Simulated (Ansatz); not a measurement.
`O[SiH]([SiH3])[SiH2]S` → `O[SiH2]S[SiH2][SiH3]`  (isomerisation)

Program: Ansatz. Geometries: PBE0-D4/def2-TZVP. ΔE: electronic, gas phase. CCSD(T)/CBS is the MP2 limit (def2-TZVPP, def2-QZVPP) plus CCSD(T) − MP2 in def2-TZVPP, frozen cores. DFT in def2-TZVPP. B3LYP here is the variant with VWN-RPA as its local correlation; programs differ in this. One conformer a species, not always the lowest.

**Question.** Is it downhill or uphill in electronic energy at CCSD(T)/CBS, and by how much? (Best estimate.)

**Answer.** The calculation gave: Downhill: ΔE = -80.0 kJ/mol.

**Question.** What do these levels give: PBE-D4, PBE0-D4, B3LYP-D4, ωB97X-V, PBE, r2SCAN, HF/def2-TZVPP, MP2/def2-TZVPP, CCSD/def2-TZVPP, HF/def2-QZVPP, SCS-MP2/def2-QZVPP, CCSD/CBS(def2)? (Best estimate.)

**Answer.** Computed: PBE-D4 -65.1, PBE0-D4 -71.0, B3LYP-D4 -73.9, ωB97X-V -76.1, PBE -63.7, r2SCAN -75.2, HF/def2-TZVPP -85.6, MP2/def2-TZVPP -88.1, CCSD/def2-TZVPP -78.0, HF/def2-QZVPP -86.3, SCS-MP2/def2-QZVPP -87.3, CCSD/CBS(def2) -80.2 kJ/mol.

Largest T1 diagnostic among the species: 0.013.

From PBE to PBE0 (25 % exact exchange), in def2-TZVPP and without D4, ΔE moves by −6.2 kJ/mol.
